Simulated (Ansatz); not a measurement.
Program: Ansatz 0.2.0.

A structure relaxed at PBE0-D4/def2-TZVP, charge 0, multiplicity 1:

```tsv
atom	x (Å)	y (Å)	z (Å)
F1	-1.577	1.484	0.638
Si2	-0.219	0.748	0.938
F3	0.923	1.831	0.944
F4	-0.311	0.140	2.390
C5	0.117	-0.606	-0.266
S6	0.219	0.004	-1.967
H7	1.055	-1.081	0.032
H8	-0.687	-1.341	-0.165
H9	0.479	-1.180	-2.543
```

Task: Give its formula and SMILES.

Result: CH3F3SSi, `F[Si](F)(F)CS`.

Task: Point group (tolerance 0.08 Å, 0.16 Å for H)?

Result: Cs.

Task: Summarise the bond lengths by kind.

Result: 3 × F–Si 1.574 to 1.577 Å; 1 × C–Si 1.843 Å; 1 × C–S 1.810 Å; 2 × C–H 1.093 Å; 1 × H–S 1.342 Å.
